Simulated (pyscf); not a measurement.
Elementary routes open to •H₂C–SiH₂–Cl in the gas phase (doublet surface):
A. H₃C–SiH•–Cl (H–Si broken; C–H formed)
B. •H₂Si–CH₂–Cl (Cl–Si broken; C–Cl formed)

Single points on ωB97X-D3(BJ)/def2-SVP structures (PySCF, gas phase). Correlated levels are frozen-core, on RHF or UHF. ΔMP2 is the change of the MP2 total energy from the triple- to the quadruple-zeta basis.

Task: Rank the routes by free-energy barrier at 600 K, lowest first, for CCSD(T)/def2-TZVPP + ΔMP2(QZVPP) energies (ideal gas, 1 atm, RRHO with modes under 100 cm⁻¹ raised to 100, one conformer, R ln 2 for rigid chiral ones).

Result: A (38.4 kcal/mol), B (52.5 kcal/mol)

Route A is the fastest of these, ahead of the next by 14.1 kcal/mol. The most stable products are those of A (ΔG = -7.9 kcal/mol), so kinetics and thermodynamics agree. At 1200 K A is still the fastest. Only these routes are compared; each barrier is that of the saddle found, and lower ones may exist. The CCSD(T) − MP2 part came from Ansatz, without density fitting, on the same reference.
